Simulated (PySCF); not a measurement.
C6H6O.

```xyz
13

C      0.6717     1.2493     0.5029
C     -0.6717     1.2493     0.5029
C     -1.0586     0.0000    -0.3378
C     -0.6717    -1.2493     0.5029
C      0.6717    -1.2493     0.5029
C      1.0586     0.0000    -0.3378
O      0.0000     0.0000    -1.3091
H      1.3713     1.9154     1.0231
H     -1.3713     1.9154     1.0231
H     -2.0541     0.0000    -0.8176
H     -1.3713    -1.9154     1.0231
H      1.3713    -1.9154     1.0231
H      2.0541     0.0000    -0.8176
```

Geometry: PBE-D3(BJ)/def2-SVP. The structure was generated by enumeration; whether it is a known compound was not checked. The values are those of a single conformer.

All values below come from PBE0/pcSseg-1 (PySCF). Non-relativistic, no solvent.

Question: Give the absolute GIAO shielding of each atom: isotropic value and principal components (ppm). (An estimate is asked for; the answer gives what the named calculation found.)

Answer: 
```json
[
 {"atom": "C1", "σ(iso)": "24.9", "σ11": "-116.4", "σ22": "41.8", "σ33": "149.2", "span": "265.6"},
 {"atom": "C2", "σ(iso)": "24.9", "σ11": "-116.4", "σ22": "41.8", "σ33": "149.2", "span": "265.6"},
 {"atom": "C3", "σ(iso)": "96.5", "σ11": "75.6", "σ22": "84.1", "σ33": "129.7", "span": "54.1"},
 {"atom": "C4", "σ(iso)": "24.9", "σ11": "-116.4", "σ22": "41.8", "σ33": "149.2", "span": "265.6"},
 {"atom": "C5", "σ(iso)": "24.9", "σ11": "-116.4", "σ22": "41.8", "σ33": "149.2", "span": "265.6"},
 {"atom": "C6", "σ(iso)": "96.5", "σ11": "75.6", "σ22": "84.1", "σ33": "129.7", "span": "54.1"},
 {"atom": "O7", "σ(iso)": "91.3", "σ11": "60.3", "σ22": "101.7", "σ33": "111.9", "span": "51.6"},
 {"atom": "H8", "σ(iso)": "23.7", "σ11": "20.6", "σ22": "24.6", "σ33": "25.9", "span": "5.3"},
 {"atom": "H9", "σ(iso)": "23.7", "σ11": "20.6", "σ22": "24.6", "σ33": "25.9", "span": "5.3"},
 {"atom": "H10", "σ(iso)": "25.9", "σ11": "23.7", "σ22": "23.8", "σ33": "30.3", "span": "6.6"},
 {"atom": "H11", "σ(iso)": "23.7", "σ11": "20.6", "σ22": "24.6", "σ33": "25.9", "span": "5.3"},
 {"atom": "H12", "σ(iso)": "23.7", "σ11": "20.6", "σ22": "24.6", "σ33": "25.9", "span": "5.3"},
 {"atom": "H13", "σ(iso)": "25.9", "σ11": "23.7", "σ22": "23.8", "σ33": "30.3", "span": "6.6"}
]
```
